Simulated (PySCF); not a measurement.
Simulated outer-valence photoelectron spectrum of `FB(F)[SiH2]S`. Computed with EOM-IP-CCSD/aug-cc-pVDZ in PySCF, restricted Hartree–Fock reference, 13 core orbitals frozen, non-relativistic, gas phase, PBE0-D3(BJ)/def2-SVP geometry.

Each root has a Gaussian of 0.8 eV full width with its one-hole share as area; cross sections and vibrations are left out, and the highest printed point is 100.

ionisation energy (eV), intensity and a bar:
```
      8.6          0 
      8.8          1 
      9.0          4 #
      9.2         13 ####
      9.4         30 #########
      9.6         50 ###############
      9.8         59 ##################
     10.0         49 ###############
     10.2         29 #########
     10.4         13 ####
     10.6          6 ##
     10.8          9 ###
     11.0         22 #######
     11.2         42 #############
     11.4         58 ##################
     11.6         60 ##################
     11.8         52 ################
     12.0         52 ################
     12.2         66 ####################
     12.4         82 ########################
     12.6         89 ###########################
     12.8         84 #########################
     13.0         66 ####################
     13.2         41 ############
     13.4         21 ######
     13.6         14 ####
     13.8         23 #######
     14.0         41 ############
     14.2         57 #################
     14.4         55 #################
     14.6         39 ############
     14.8         22 #######
     15.0         20 ######
     15.2         35 ###########
     15.4         63 ###################
     15.6         90 ###########################
     15.8        100 ##############################
     16.0         88 ##########################
     16.2         62 ###################
     16.4         41 ############
     16.6         37 ###########
     16.8         48 ##############
     17.0         57 #################
     17.2         51 ###############
     17.4         32 ##########
     17.6         14 ####
     17.8          5 #
     18.0          1 
     18.2          0
```

Task: Where are the maxima, and how many lines lie under the curve?

Result: 6 maxima, at 9.8, 11.5, 12.6, 14.3, 15.8 and 17.0 eV, from 8 lines. At this width some lines have no maximum of their own.

Task: List the lines with their holes.

Result: 
```
E (eV)  leading hole (HF orbital)  area  Koopmans (eV)
  9.80                       HOMO  0.95          10.39
 11.48                     HOMO-1  0.95          12.20
 12.37                     HOMO-2  0.95          13.20
 12.88                     HOMO-3  0.94          13.69
 14.28                     HOMO-4  0.94          15.16
 15.60                     HOMO-5  0.94          18.11
 15.98                     HOMO-6  0.94          18.28
 17.04                     HOMO-7  0.91          18.98
```

The widest gap, 1.68 eV, lies between 9.80 and 11.48 eV. Only orbitals with −ε under 21 eV, eight at most, were ionised, so the high end of the curve may lack lines.

The values belong to the conformer `[F:1][B:2]([F:3])[SiH2:4][SH:5]`: F1–B2–Si4–S5 -145°, H–S5–Si4–B2 -42°.
